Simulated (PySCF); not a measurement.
Compound: C₆H₁₁N₃.
Geometry (PBE0-D3(BJ)/def2-SVP, Å), atoms numbered from 1 in this order:
```xyz
20
C6H11N3 angstrom
C     -1.6672   -0.5780    0.5668
C     -0.5499    0.3076    0.0030
C     -0.4093    1.5697    0.8643
C     -0.8758    0.7000   -1.4381
C      0.7516   -0.4539    0.0445
C      1.6959   -0.7235   -0.9701
N      2.6974   -1.4240   -0.4461
N      2.3483   -1.5531    0.8101
N      1.2107   -1.0041    1.1686
H     -1.7927   -1.4887   -0.0393
H     -1.4345   -0.8862    1.5963
H     -2.6245   -0.0335    0.5714
H     -1.3528    2.1384    0.8725
H     -0.1533    1.3038    1.9003
H      0.3846    2.2264    0.4761
H     -0.9643   -0.1858   -2.0864
H     -1.8328    1.2421   -1.4769
H     -0.1022    1.3598   -1.8617
H      1.6898   -0.4555   -2.0236
H      2.9269   -2.0563    1.4724
```

NICS is the negative of the GIAO shielding at a point without a nucleus: at the ring centre (0) and 1 Å above and below it (1); zz is the component along the ring normal. Level: GIAO HF/pcSseg-1 (PySCF, non-relativistic, gas phase) on the PBE0-D3(BJ)/def2-SVP geometry, one conformer.

Ring bond lengths (Å): C5–C6 1.412, C6–N7 1.330, N7–N8 1.310, N8–N9 1.313, N9–C5 1.333.

Problem. What do the NICS probes read (ppm)?

Solution. 
```tsv
ring	type	NICS(0)	NICS(1), two faces	NICS(1)zz, two faces	rms pucker (Å)	centre to ring atoms, mean (Å)
C5–C6–N7–N8–N9	5-membered ring with 3 N; formal bonds all aromatic	-14.9	-14.4 / -14.3	-35.6 / -35.4	0.00	1.14
```

Problem. What do they say, and how far can they be read as aromaticity?

Solution. 
- C5–C6–N7–N8–N9: mean NICS(1)zz -35.5 ppm, shielded. For a flat ring without four-coordinate atoms the NICS criterion counts such a value as aromatic.

Problem. What does the geometric index give? HOMA = 1 − mean of α(R − Ropt)² over the ring bonds, with Krygowski's 1993 parameters (CC: Ropt 1.388 Å, α 257.7 Å⁻²; CN: Ropt 1.334 Å, α 93.52 Å⁻²; NN: Ropt 1.309 Å, α 130.33 Å⁻²).

Solution. 
- C5–C6–N7–N8–N9: HOMA 0.97; the largest term is that of C5–C6, α(R − Ropt)² = 0.15. The geometric and the magnetic index point the same way.

Problem. At the first NICS(1) probe listed for ring C5–C6–N7–N8–N9, 1 Å off the ring, what do the in-plane components average?

Solution. The isotropic value is a third of the trace: (3 × -14.4 − (-35.6))/2 = -3.8 ppm.

Problem. What are the shieldings of the ring atoms and their hydrogens in the same run (means over atoms taken as equivalent)?

Solution. 
```tsv
atoms	environment	σ isotropic (ppm)	principal values of the symmetric part, first atom (ppm)
C5	substituted aromatic carbon	26.3	-49.8, -4.2, 132.8
C6	aromatic CH next to a ring nitrogen	53.1	-44.7, 59.4, 144.4
N7	pyridine-type nitrogen	-128.7	-414.4, -173.2, 201.4
N8	pyrrole-type nitrogen	-3.2	-167.5, 43.4, 114.5
N9	pyridine-type nitrogen	-117.7	-396.2, -156.6, 199.8
H19	aromatic hydrogen	23.88	20.1, 23.3, 28.2
H20	N–H hydrogen	20.68	14.5, 23.0, 24.6
```

Problem. How do the values depend on the level or the medium?

Solution. 
| level | NICS(0), C5–C6–N7–N8–N9 | mean NICS(1)zz, C5–C6–N7–N8–N9 |
| --- | --- | --- |
| HF/pcSseg-1, gas | -14.9 | -35.5 |
| PBE0/pcSseg-1, gas | -14.0 | -33.9 |
| PBE0/pcSseg-1, IEF-PCM chloroform | -13.8 | -33.9 |

The geometry is the same throughout; the continuum's cavity takes Bondi-type radii × 1.2.
